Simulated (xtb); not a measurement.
HfI$_{4}$, singlet, at a GFN2-xTB geometry (such geometries of metal compounds can be far from the true shape).

xtb was given this input:
```
$ xtb mol.xyz --gfn 2 --gbsa water --json

# file mol.xyz
5

Hf    -0.00000000     0.00000000    -0.00000000
I      2.15787916    -0.67548443    -1.60777706
I      0.88007107     0.43252268     2.59539358
I     -1.18880847     2.31130827    -0.97069936
I     -1.84914175    -2.06834653    -0.01691715
```

### Question
What does this run give for the dipole moment, HOMO-LUMO gap, partial charges in atom order?

### Answer

The dipole moment is 0.00 D. The HOMO-LUMO gap is 3.75 eV. The partial charges in atom order is Hf1 1.12, I2 -0.28, I3 -0.28, I4 -0.28, I5 -0.28.
